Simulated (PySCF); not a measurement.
A species of formula C4H12OSi2 has this rotational fingerprint, computed with PBE0/pcSseg-1 in PySCF (dipole) on a GFN2-xTB geometry, gas phase:

```
Rotational constants : A = 2587, B = 1125, C = 820.3 MHz
Dipole components    : |μa| = 1.59 D, |μb| = 3.28 D, |μc| = 0.11 D
Inertial defect      : -28.39 u·Å²
κ                    : -0.65
```

Question: Which candidate fits, each taken in the one conformer that was computed?
A. `[CH3:1][C:2](=[O:3])[CH2:4][CH:5]([SiH3:6])[SiH3:7]` with C1–C2–C4–C5 156°, C2–C4–C5–Si6 45°
B. `[CH3:1][O:2][C@H:3]1[SiH2:4][C@H:5]([CH3:6])[SiH2:7]1` with C1–O2–C3–Si4 179°

Answer: A. It is CC(=O)CC([SiH3])[SiH3], an asymmetric top, point group C1. The candidates at the same level (rigid rotor, commonest isotopes):

```tsv
SMILES	A (MHz)	B (MHz)	C (MHz)	μa (D)	μb (D)	μc (D)	Δ (u·Å²)	point group	rotor
CO[C@H]1[SiH2][C@H](C)[SiH2]1	3167	1187	931.2	0.16	0.69	0.53	-42.75	C1	asymmetric top
CC(=O)CC([SiH3])[SiH3]	2587	1125	820.3	1.59	3.28	0.11	-28.39	C1	asymmetric top
```

`CO[C@H]1[SiH2][C@H](C)[SiH2]1` has A 22 % too high. No structure here is proved a minimum.
